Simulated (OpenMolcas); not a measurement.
# C2H3AlO: a line through the functionals

C2H3AlO: 7 atoms, total charge 0, spin state singlet. SMILES: `C#[C][AlH][OH]`. Geometry: a GFN2-xTB relaxation, a rough one for these elements and not checked as a minimum. This is one conformer, not always the lowest.

The HOMO–LUMO gap y, in eV, basis 6-311+G(d,p); a is the functional's share of exact exchange. Programs: OpenMolcas 26.06.

```
functional     program     a  y (eV)
      TPSS  OpenMolcas     0    5.19
    r2SCAN  OpenMolcas     0    5.53
     B3LYP  OpenMolcas   0.2    6.53
      PBE0  OpenMolcas  0.25       ?
     BHLYP  OpenMolcas   0.5    8.81
```

Task: Fit y = c + s·a to the known rows and predict PBE0.

Result: 
1. Means of the 4 rows: a = 0.1750, y = 6.515.
2. Σ(Δa)² = 0.1675, Σ(Δa·Δy) = 1.1505, so the slope is 1.1505/0.1675 = 6.8687.
3. Intercept: 6.515 − (6.8687) × 0.1750 = 5.313. The largest residual of the fit is 0.22.
4. PBE0: 5.313 + (6.8687) × 0.25 = 7.03 eV.

The run gave 7.01 eV, so the prediction is off by +0.02 eV, within the scatter of the fit. Exact exchange lowers occupied levels and raises empty ones. The rows mix families of semi-local functionals, which the line can't see.
